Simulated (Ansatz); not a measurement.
Total energies of In₃As₃H₁₂, a cluster cut from wurtzite InAs (hydrogen-capped) from Ansatz at PBE0-D4/def2-TZVP, gas phase (1 Eh = 27.2114 eV = 2625.5 kJ/mol). The reference geometry is relaxed at r2SCAN-D4/def2-SVP.

```xyz
18

As   -1.251   -0.733   -1.812
In   -2.569   -1.261    0.507
As   -1.079    0.449    2.007
In    1.392   -0.709   -2.450
As    2.112    0.891   -0.373
In    1.606    0.767    2.295
H    -1.911   -1.604   -2.859
H    -1.819    0.572   -2.328
H    -4.144   -0.576    0.366
H    -2.092   -2.846    0.976
H    -1.639    1.831    1.748
H    -1.624    0.331    3.414
H     1.561    0.220   -3.891
H     1.987   -2.279   -2.071
H     1.778    2.305   -0.798
H     3.613    1.053   -0.491
H     2.211   -0.754    2.826
H     1.867    2.345    2.936
```

| state | geometry | energy (Eh) |
| --- | --- | --- |
| charge 0 singlet | reference | -7284.47358 |
| charge 1 doublet | reference | -7284.15361 |
| charge -1 doublet | reference | -7284.47301 |
| free As atom (quartet) | – | -2235.53903 |
| free In atom (doublet) | – | -190.11398 |
| free H atom (doublet) | – | -0.50104 |

In the def2 sets In takes a core potential; there is no spin–orbit coupling.

Q: Work out the vertical ionisation energy to the doublet.

A: E(charge 1 doublet) − E(charge 0 singlet) = -7284.15361 − (-7284.47358) = 0.31997 Eh = 8.71 eV. For comparison, −ε of the highest occupied level is 7.33 eV at this level, 1.38 eV less.

Q: Work out the vertical electron affinity, to the doublet.

A: E(charge 0 singlet) − E(charge -1 doublet) = -7284.47358 − (-7284.47301) = -0.00057 Eh = -0.02 eV; so near zero that its sign isn't settled. The basis lacks diffuse functions, which makes affinities too small.

Q: Give the fundamental gap IE − EA, the Mulliken electronegativity (IE + EA)/2 and the hardness (IE − EA)/2.

A: From the values in Eh: IE − EA = 0.31997 − (-0.00057) = 0.32054 Eh = 8.72 eV; (IE + EA)/2 = 4.35 eV; (IE − EA)/2 = 4.36 eV. The HOMO–LUMO gap of the same run is 6.31 eV, 2.41 eV smaller than the fundamental gap.

Q: What is the binding energy per atom against free atoms?

A: Atoms: 3 × (-2235.53903) + 3 × (-190.11398) + 12 × (-0.50104) = -7282.97151 Eh. Binding: -7282.97151 − (-7284.47358) = 1.50207 Eh = 40.87 eV, or 2.27 eV for each of 18 atoms (no zero-point energy, no counterpoise term).

At PBE0-D4/def2-TZVP the highest occupied level of the charge -1 doublet lies above zero (up to 1.14 eV). Energy differences put its binding near zero (-0.02 eV; vertical, to the charge 0 singlet, at PBE0-D4/def2-TZVP), which leaves it undecided.
